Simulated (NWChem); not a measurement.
Species: AuCl; SMILES [Cl][Au]

Computed with NWChem. The geometry was optimised at PBE0/def2-SVP. def2 effective core potentials on Au; no spin-orbit coupling. Level PBE/def2-SVPD: energy and gradient; each run changes one setting, and changes count from the defaults (medium grid, exact Coulomb integrals, symmetry on).

Which setting moves the energy most, and by about how much (Coulomb fitting, Weigend set; defaults; tight SCF thresholds and tolerances; extra-fine grid)?

Coulomb fitting, Weigend set, by about 90 μHa.
```
setting                              size of the energy change (μHa)  largest change of a gradient component (μHa/bohr)
-----------------------------------  -------------------------------  -------------------------------------------------
defaults                                                        < 10                                               < 30
Coulomb fitting, Weigend set                                      90                                               < 30
extra-fine grid                                                 < 10                                               < 30
tight SCF thresholds and tolerances                             < 10                                               < 30
```
